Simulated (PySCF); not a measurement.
**Molecular orbitals of BAs**

r²SCAN at R = 1.847 Å; PySCF, spin-free X2C with a Gaussian nucleus, basis sets B x2c-SVPall, As x2c-SVPall. State: ³Π (triplet), unpaired electrons σ ↑, π ↑. Only the outer orbitals are listed, counted within each symmetry.

| spin | orbital | occ. | ε (eV) | on B (%) | main shells (%) |
| --- | --- | --- | --- | --- | --- |
| α | 8σ | 1 | -16.76 | 23 | 74 As s, 17 B s |
| α | 9σ | 1 | -10.19 | 57 | 55 B s, 25 As p, 18 As s |
| α | 4π | 1 | -7.18 | 31 | 68 As p, 31 B p |
| α | 10σ | 1 | -6.74 | 65 | 52 B p, 30 As p, 14 B s |
| α | 4π | 1 | -6.23 | 38 | 61 As p, 38 B p |
| α | 5π | 0 | -2.78 | 65 | 65 B p, 32 As p |
| α | 5π | 0 | -2.15 | 59 | 59 B p, 38 As p |
| α | 11σ | 0 | 3.03 | 49 | 49 As p, 40 B p, 12 As d |
| β | 8σ | 1 | -15.64 | 24 | 74 As s, 16 B s |
| β | 9σ | 1 | -8.77 | 40 | 40 As p, 38 B s, 19 As s |
| β | 4π | 1 | -5.84 | 28 | 72 As p, 27 B p |
| β | 4π | 0 | -5.09 | 29 | 71 As p, 28 B p |
| β | 10σ | 0 | -3.48 | 82 | 48 B s, 34 B p, 18 As p |
| β | 5π | 0 | -1.23 | 69 | 69 B p, 28 As p |

Q: Which are the highest filled and the lowest empty level, where do they sit, and how wide is the gap?

A: Highest filled β 4π at -5.84 eV (in %: 72 As p, 27 B p); lowest empty β 4π at -5.09 eV (in %: 71 As p, 28 B p); the gap at r²SCAN is 0.75 eV. Both belong to one degenerate shell, split only by its one-sided filling, so this is no excitation gap.

```json
{
 "bond order (Mayer)": "2.27",
 "⟨S²⟩": "2.016",
 "charge on B (Mulliken, basis-dependent)": "-0.07",
 "charge on B (Löwdin, basis-dependent)": "-0.17",
 "dipole moment (positive dipole means B(−)As(+))": "0.10 D"
}
```

Spin–orbit coupling is left out. The state is the lowest determinant that a PBE0 search found; another state may lie lower at other levels.
